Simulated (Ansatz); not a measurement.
System: sum formula SiHCl (charge -1, doublet). 
Geometry from a B3LYP-D3(BJ)/def2-TZVP (Ansatz, an electronic-structure program) optimisation:
```xyz
3

Si     0.8594    -0.2125     0.8232
H      1.9036    -0.4761    -0.2900
Cl    -0.8197     0.2030    -0.6609
```
Charge -1, spin multiplicity 2.

Basis-set convergence of Hartree-Fock and MP2 correlation energies (hartree) with Ansatz. Cores are frozen in the correlated levels unless marked. UHF or UKS for open shells. No spin-orbit coupling. No relativistic terms.

| basis | functions | E(HF) | E(corr, MP2) |
|---|---|---|---|
| def2-SVPD | 59 | -748.80674 | -0.23578 |
| def2-TZVPPD | 116 | -749.05744 | -0.30052 |
| def2-QZVPPD | 188 | -749.07880 | -0.32798 |

Extrapolating the two largest sets (X = 3 and 4) as X^-3: E(corr) = (64·(-0.32798) - 27·(-0.30052))/37 = -0.3480 Eh, an estimate of the basis-set limit. The largest set recovers 94.2 % of it, the smallest 67.7 %.
